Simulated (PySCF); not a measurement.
Broadened absorption spectrum of meta-chlorobenzaldehyde

Meta-chlorobenzaldehyde, C7H5ClO.
SMILES: `O=Cc1cccc(Cl)c1`

The calculation used PySCF 2.14.0, density-fitted response routines, TDDFT CAM-B3LYP/def2-SVPD, vertical, gas phase, core orbitals frozen in the response. One conformer (not necessarily the lowest) at the PBE0-D3(BJ)/def2-SVP geometry, without solvent, vibrations or thermal averaging. Torsions of this conformer, `[O:1]=[CH:2][c:3]1[cH:4][cH:5][cH:6][c:7]([Cl:8])[cH:9]1`: O1–C2–C3–C4 0°.

Computed states:

| state | E (eV) | f |
| --- | --- | --- |
| S1 | 3.87 | 0.0002 |
| S2 | 4.76 | 0.031 |
| S3 | 5.36 | 0.140 |
| S4 | 6.26 | 0.652 |
| S5 | 6.56 | 0.0003 |
| S6 | 6.60 | 0.186 |
| S7 | 6.74 | 0.0000 |
| S8 | 6.89 | 0.0009 |
| S9 | 7.33 | 0.0000 |
| S10 | 7.35 | 0.024 |

Each state is given a Gaussian of 0.4 eV full width at half maximum, with ε(max) = 2.175×10⁸ f / Δν̃ (Δν̃ the width in cm⁻¹). The width is an assumption, not a result. The curve ends short of the highest state used, and states not computed would add to its high-energy end.

Q: What does the envelope look like, and where are its maxima?

A: 
```csv
λ (nm),ε (L mol⁻¹ cm⁻¹)
183.6,9122
190.4,25688
197.1,45679
203.9,25229
210.6,4010
217.4,1434
224.1,5649
230.9,9427
237.6,6703
244.4,2625
251.1,1609
257.9,2045
264.6,1922
271.4,1135
278.1,449
284.9,123
291.6,26
298.4,7
305.1,7
311.9,11
318.6,13
325.4,12
332.1,9
338.9,6
345.6,3
352.4,2
359.1,1
365.9,0
372.6,0
379.4,0
```

Maxima: 321 nm (3.87 eV), ε about 13, made up of S1 (100%); 260 nm (4.76 eV), ε about 2100, made up of S2 (99%); 231 nm (5.36 eV), ε about 9400, made up of S3 (100%); 198 nm (6.28 eV), ε about 46000, made up of S4 (96%) (ε in L mol⁻¹ cm⁻¹; maxima over ε = 5, shares over 10%).

Q: Coming from long wavelengths, where does ε first pass 100 L mol⁻¹ cm⁻¹?

A: At about 286 nm (4.34 eV), 0.47 eV above S1.

Q: What would ε be at 6.28 eV, the highest of these maxima, with half the width (0.2 eV)?

A: About 85700 L mol⁻¹ cm⁻¹ against 45800, a factor of about 1.9; a lone state at its own centre would give exactly 2.

Q: On this curve, what absorbance would a 10⁻⁵ mol/L sample give at 254 nm over a 1 cm path?

A: 254 nm is 4.881 eV, where ε is about 1800 L mol⁻¹ cm⁻¹, so A = ε c l ≈ 0.018 (Beer–Lambert, with the gas-phase spectrum and the assumed width).

All these states lie below the vertical ionisation energy of 9.49 eV (ΔSCF).
